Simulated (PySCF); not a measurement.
# Excitation energy of Co(2+) by level of theory

Co(2+) [Ar] 3d7 (4F) → Co(2+) [Ar] 3d6 4p1 (high-spin determinant), as a difference of total energies. All numbers are calculated (PySCF 2.14, the non-relativistic Hamiltonian (point nucleus), in aug-cc-pVTZ). Correlated levels: valence: [Ar] frozen. The calculations carry no spin-orbit coupling.

```
           method  excitation energy (cm⁻¹)
              UHF                     88526
    MP2 (valence)                    100370
SCS-MP2 (valence)                    102720
   CCSD (valence)                     98716
CCSD(T) (valence)                     98944
```

The determinant of the upper state mixes LS terms, which raises its energy above the lowest term, most at the Hartree-Fock and MP2 levels.
